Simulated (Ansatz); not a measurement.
Geometry optimisation, Ansatz 0.2.0, RKS PBE0/def2-SVP.

Input file:

```yaml
crystal:
  periodic: [false, false, false]
  atoms:
    - { symbol: Al, position_ang: [0.0, 0.0, 0.0] }
    - { symbol: H, position_ang: [0.0, 0.0, 1.91] }
    - { symbol: H, position_ang: [1.351, 0.0, -0.78] }
    - { symbol: O, position_ang: [-1.5415, 0.0, -0.89] }
    - { symbol: Si, position_ang: [-2.6907, -1.2238, -0.8267] }
    - { symbol: H, position_ang: [-2.2881, -2.2198, 0.162] }
    - { symbol: H, position_ang: [-3.9833, -0.6595, -0.4496] }
    - { symbol: H, position_ang: [-2.8007, -1.8572, -2.1376] }
    - { symbol: O, position_ang: [-0.2602, 1.9567, 0.6559] }
    - { symbol: H, position_ang: [-1.1988, 2.262, 0.4419] }
    - { symbol: H, position_ang: [-0.1315, 0.9887, 1.8084] }
basis:
  gaussian: { orbitals: def2-SVP }
hamiltonian:
  xc: pbe0
relax:
  f_tol: 0.15
  max_steps: 25
  restrain:
    - { distance: [0, 8], at: 1.78, k: 30.0 }
    - { distance: [10, 1], at: 0.66, k: 30.0 }
    - { distance: [0, 1], at: 2.76, k: 30.0 }
    - { distance: [10, 8], at: 2.21, k: 30.0 }
```

Launched with:

```bash
$ ansatz run input.yaml --threads 2 --pin off --max-ram 3072MiB --backend cpu --events-out ev --progress --plain --runs-dir out
```

Q: Where does it end, and by what steps?

A: It converged. The restraints hold the end off the free minimum; the threshold counts their pulls, which the force column leaves out. Restrained pairs: Al1–O9 (2.08 → 1.75 Å), H2–H11 (1.00 → 0.72 Å), Al1–H2 (1.91 → 2.76 Å), O9–H11 (1.51 → 2.22 Å). After 12 steps the energy has fallen by 2.093 eV (the restraints' own energy left out); Al1 moved furthest, 0.63 Å.

```json
{"step": "0", "energy less start (eV)": "0.0000", "largest force component (eV/Å)": "4.271", "accepted": "yes"}
{"step": "1", "energy less start (eV)": "-0.5120", "largest force component (eV/Å)": "5.174", "accepted": "yes"}
{"step": "2", "energy less start (eV)": "-1.2583", "largest force component (eV/Å)": "4.318", "accepted": "yes"}
{"step": "3", "energy less start (eV)": "-1.7974", "largest force component (eV/Å)": "2.401", "accepted": "yes"}
{"step": "4", "energy less start (eV)": "-1.9327", "largest force component (eV/Å)": "1.550", "accepted": "yes"}
{"step": "5", "energy less start (eV)": "-2.0045", "largest force component (eV/Å)": "1.051", "accepted": "no"}
{"step": "6", "energy less start (eV)": "-2.0172", "largest force component (eV/Å)": "1.266", "accepted": "yes"}
{"step": "7", "energy less start (eV)": "-2.0483", "largest force component (eV/Å)": "1.422", "accepted": "yes"}
{"step": "8", "energy less start (eV)": "-2.0725", "largest force component (eV/Å)": "1.660", "accepted": "yes"}
{"step": "9", "energy less start (eV)": "-2.0790", "largest force component (eV/Å)": "1.658", "accepted": "yes"}
{"step": "10", "energy less start (eV)": "-2.0916", "largest force component (eV/Å)": "1.648", "accepted": "yes"}
{"step": "11", "energy less start (eV)": "-2.0894", "largest force component (eV/Å)": "1.540", "accepted": "no"}
{"step": "12", "energy less start (eV)": "-2.0931", "largest force component (eV/Å)": "1.613", "accepted": "yes"}
```

```xyz
11
Properties=species:S:1:pos:R:3
Al -0.101 0.521 -0.334
H 0.184 0.169 2.387
H 1.317 -0.012 -0.738
O -1.514 -0.388 -0.573
Si -2.782 -1.397 -0.873
H -2.694 -2.611 -0.001
H -4.072 -0.702 -0.576
H -2.768 -1.844 -2.300
O -0.200 2.140 0.316
H -1.037 2.562 0.526
H 0.123 0.809 2.061
```

Time of the run: 30 s on 2 threads of Arm Neoverse V2 (shared host), peak memory 0.2 GiB.
